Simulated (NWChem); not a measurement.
System: CH4OSn, singlet; SMILES C[O][SnH]

Results from NWChem. Low-valent species are run as closed-shell singlets; no triplet was tried in these runs. Geometry: optimised at PBE0/def2-SVP. No frequency run checked for a minimum. def2 effective core potentials on Sn; no spin-orbit coupling. Gas phase, vertical. One conformer.

PBE0/def2-SVPD, TDA puts singlet state 3 at 4.62 eV with oscillator strength 0.067.

**Question.** Give the wavelength, the transition dipole and the radiative lifetime of that state in vacuum.

**Answer.** 
1. λ = 1239.84/4.62 = 268 nm, or 37260 cm⁻¹.
2. f = (2/3) ΔE μ² in atomic units, so μ = √(1.5 f/ΔE) = 0.77 a.u. = 1.96 D.
3. τ = 1.499 s cm⁻² / (f ν²) = 16 ns, for a non-degenerate state that emits at the vertical energy; a higher state like this one mostly decays faster by other paths.
